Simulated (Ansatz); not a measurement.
This geometry of C2H4BFS (9 atoms, charge 0, multiplicity 1) is a first-order saddle point.

Computed with RKS r2SCANh-D4/def2-SVP (Ansatz 0.2.0).

```xyz
9
Properties=species:S:1:pos:R:3
F 0.937 0.387 -1.978
C 0.881 0.378 -0.606
C -0.366 -0.367 -0.159
B -1.121 -0.066 1.142
S -0.197 -1.536 1.313
H 0.875 1.425 -0.258
H 1.789 -0.110 -0.216
H -0.879 -0.827 -1.013
H -1.831 0.669 1.758
```

Which two structures does it join? (They come from a converged band through this point; their orientation in space is the band's.)

No bond is made or broken. The dihedral H7–C2–C3–S5 goes from -46 to 82°.

First end point:

```xyz
9
Properties=species:S:1:pos:R:3
F 1.471 -0.312 -1.609
C 0.851 0.415 -0.617
C -0.436 -0.222 -0.199
B -0.991 -0.186 1.237
S -0.324 -1.757 0.893
H 0.636 1.423 -1.014
H 1.546 0.509 0.232
H -1.136 -0.360 -1.034
H -1.528 0.444 2.095
```

Last end point:

```xyz
9
Properties=species:S:1:pos:R:3
F 0.486 1.296 -1.510
C 0.896 0.329 -0.619
C -0.312 -0.439 -0.144
B -1.144 -0.017 1.076
S -0.114 -1.373 1.475
H 1.406 0.812 0.229
H 1.614 -0.329 -1.135
H -0.784 -1.040 -0.933
H -1.960 0.714 1.543
```

How far does it lie above each of them?

0.166 eV above the first and 0.107 eV above the second. This is the barrier of this one path; another mechanism may lie lower.

Run time: 120 s on 2 threads of Arm Neoverse V1, with other jobs on the host, peak memory 0.21 GiB.
